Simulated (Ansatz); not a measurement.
Born–Oppenheimer molecular dynamics of BH2IO (5 atoms, charge 0, multiplicity 1). It starts at the highest image of a converged band. Of that band: Neighbouring images differ by up to 1.3 eV, so the band resolves the path poorly. A vibrational analysis at the climbing image gives one clearly imaginary mode, 1378i cm⁻¹: a first-order saddle point.

These are results of Ansatz, UKS B3LYP/def2-SVP, not measurements.

| Quantity | Value |
| --- | --- |
| ensemble | NVE (velocity Verlet) |
| time step | 0.5 fs |
| steps asked | 200 |
| starting velocities drawn for | 100 K |
| seed | 12206 |

Frames 2.5 fs apart, positions in Å, forces in eV/Å.

Velocities at 30.0 fs (Å/ps):

```
O 7.62 -8.29 2.32
B -19.80 26.31 -6.77
I 1.32 -0.99 0.43
H -36.44 -37.27 -13.10
H -38.69 11.28 -5.64
```

```xyz
5
Properties=species:S:1:pos:R:3:forces:R:3 time_fs=30.0 energy_less_start_eV=-0.961 T=2577
O -0.528 -1.156 -0.290 -1.24 -0.16 -0.44
B 0.439 -0.339 0.116 -2.27 0.62 -0.49
I -0.543 1.981 -0.069 1.25 -1.59 0.31
H -1.456 -0.899 -0.585 1.88 0.07 0.56
H 1.410 -0.938 0.514 0.39 1.06 0.06
5
Properties=species:S:1:pos:R:3:forces:R:3 time_fs=32.5 energy_less_start_eV=-1.074 T=2871
O -0.513 -1.176 -0.285 -2.35 -0.05 -0.84
B 0.383 -0.271 0.098 -2.10 0.43 -0.38
I -0.539 1.978 -0.068 1.15 -1.60 0.26
H -1.472 -0.993 -0.595 2.43 0.09 0.73
H 1.331 -0.877 0.504 0.88 1.13 0.23
5
Properties=species:S:1:pos:R:3:forces:R:3 time_fs=35.0 energy_less_start_eV=-1.335 T=3541
O -0.505 -1.198 -0.283 2.33 -0.27 0.71
B 0.316 -0.202 0.078 -1.37 -0.28 -0.10
I -0.535 1.975 -0.067 0.90 -1.46 0.17
H -1.372 -1.078 -0.571 -2.52 0.73 -0.91
H 1.300 -0.749 0.506 0.65 1.28 0.13
5
Properties=species:S:1:pos:R:3:forces:R:3 time_fs=37.5 energy_less_start_eV=-1.638 T=4317
O -0.490 -1.219 -0.279 0.77 0.52 0.24
B 0.241 -0.134 0.057 -0.19 -1.00 0.28
I -0.530 1.970 -0.065 0.45 -0.99 0.04
H -1.384 -1.127 -0.589 -0.88 0.34 -0.36
H 1.306 -0.545 0.515 -0.15 1.14 -0.19
5
Properties=species:S:1:pos:R:3:forces:R:3 time_fs=40.0 energy_less_start_eV=-1.625 T=4290
O -0.473 -1.239 -0.275 -2.47 1.47 -0.86
B 0.165 -0.071 0.038 0.89 -1.69 0.53
I -0.526 1.966 -0.064 -0.20 -0.13 -0.14
H -1.447 -1.153 -0.627 2.63 -0.09 0.92
H 1.304 -0.276 0.513 -0.84 0.44 -0.45
5
Properties=species:S:1:pos:R:3:forces:R:3 time_fs=42.5 energy_less_start_eV=-1.520 T=4011
O -0.463 -1.253 -0.273 -0.28 2.14 0.00
B 0.094 -0.018 0.021 1.71 -2.48 0.59
I -0.521 1.961 -0.063 -1.09 1.11 -0.35
H -1.379 -1.184 -0.620 0.53 -0.12 0.19
H 1.254 0.017 0.485 -0.87 -0.65 -0.44
5
Properties=species:S:1:pos:R:3:forces:R:3 time_fs=45.0 energy_less_start_eV=-0.926 T=2489
O -0.453 -1.260 -0.270 3.60 2.45 1.60
B 0.033 0.021 0.008 2.07 -3.19 0.48
I -0.517 1.956 -0.061 -2.13 2.64 -0.60
H -1.298 -1.222 -0.609 -3.42 -0.11 -1.35
H 1.156 0.271 0.433 -0.12 -1.79 -0.13
5
Properties=species:S:1:pos:R:3:forces:R:3 time_fs=47.5 energy_less_start_eV=-0.450 T=1260
O -0.434 -1.257 -0.263 -1.38 2.23 -0.44
B -0.017 0.042 -0.002 1.99 -3.62 0.27
I -0.514 1.954 -0.061 -3.04 4.04 -0.79
H -1.361 -1.266 -0.655 1.40 -0.13 0.65
H 1.053 0.419 0.374 1.03 -2.51 0.29
5
Properties=species:S:1:pos:R:3:forces:R:3 time_fs=50.0 energy_less_start_eV=-0.229 T=694
O -0.418 -1.246 -0.257 -2.78 1.12 -1.10
B -0.056 0.044 -0.011 2.28 -3.25 0.30
I -0.512 1.952 -0.060 -3.28 4.56 -0.79
H -1.365 -1.317 -0.671 2.31 0.08 1.11
H 1.008 0.421 0.331 1.47 -2.51 0.48
5
Properties=species:S:1:pos:R:3:forces:R:3 time_fs=52.5 energy_less_start_eV=-0.596 T=1630
O -0.411 -1.231 -0.255 0.39 -0.08 0.23
B -0.082 0.028 -0.018 3.60 -1.72 0.78
I -0.512 1.953 -0.060 -2.75 3.96 -0.62
H -1.256 -1.367 -0.633 -1.82 -0.44 -0.68
H 1.044 0.277 0.315 0.57 -1.73 0.30
5
Properties=species:S:1:pos:R:3:forces:R:3 time_fs=55.0 energy_less_start_eV=-0.821 T=2208
O -0.404 -1.217 -0.252 -0.86 -2.40 -0.44
B -0.088 0.003 -0.021 5.06 0.21 1.37
I -0.513 1.956 -0.060 -1.96 2.86 -0.42
H -1.236 -1.442 -0.626 -1.67 -0.37 -0.59
H 1.113 0.032 0.316 -0.57 -0.29 0.08
5
Properties=species:S:1:pos:R:3:forces:R:3 time_fs=57.5 energy_less_start_eV=-0.706 T=1920
O -0.401 -1.212 -0.252 -5.17 -5.30 -2.44
B -0.066 -0.021 -0.016 5.40 1.22 1.63
I -0.515 1.960 -0.061 -1.30 1.84 -0.28
H -1.301 -1.530 -0.649 1.88 1.13 1.00
H 1.153 -0.231 0.324 -0.81 1.12 0.08
```

Of the whole run (100 fs, mean temperature of the second half 2044 K): The conserved energy stayed within 0.78 meV per atom of its start (net change 0.38 meV per atom), so the integration is sound. The system heated up, since it started high on the potential surface and ran downhill. A run of 0.1 ps of so small a system gives no equilibrium averages. The orbitals stay closed-shell, which can raise the energy where a bond breaks towards radicals; this wasn't checked here.

Time of the run: 11 min on 1 thread of Arm Neoverse V1 (shared host), peak memory 0.16 GiB.
